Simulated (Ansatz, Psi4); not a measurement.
Psi4 was given this input:
```
memory 2 GB

molecule mol {
0 2
  C     0.119698    0.720717   -0.007638
  N    -0.084842   -0.657662    0.006840
  H    -0.519385   -1.000904    0.852403
  H    -0.528370   -1.017213   -0.827202
  H     0.466667    1.157685    0.909412
  H     0.456791    1.139761   -0.936660
}

set basis def2-svpd
set reference uhf
set freeze_core true
set mp2_type conv
set scf_type pk
set puream true
set d_convergence 1e-8

energy('mp2')
print_variables()
```

**Question.** Give the equivalent Ansatz (an electronic-structure program) input.

**Answer.** Several could match; the one computed here: 
Ansatz 0.2 input:
```yaml
crystal:
  periodic: [false, false, false]
  atoms:
    - {symbol: C, position_ang: [0.11969841, 0.72071728, -0.00763830]}
    - {symbol: N, position_ang: [-0.08484190, -0.65766184, 0.00683957]}
    - {symbol: H, position_ang: [-0.51938453, -1.00090422, 0.85240262]}
    - {symbol: H, position_ang: [-0.52837018, -1.01721263, -0.82720202]}
    - {symbol: H, position_ang: [0.46666690, 1.15768540, 0.90941225]}
    - {symbol: H, position_ang: [0.45679066, 1.13976065, -0.93666007]}
basis:
  gaussian:
    orbitals: def2-SVPD
magnetization: {spin_polarized: true, initial_magnetization: 1}
correlation: {method: mp2, electrons: outside_noble_gas}
accuracy: high
```

Both were run: Psi4 gave -94.842807 Eh and Ansatz -94.842807 Eh, 0.000 mEh apart.
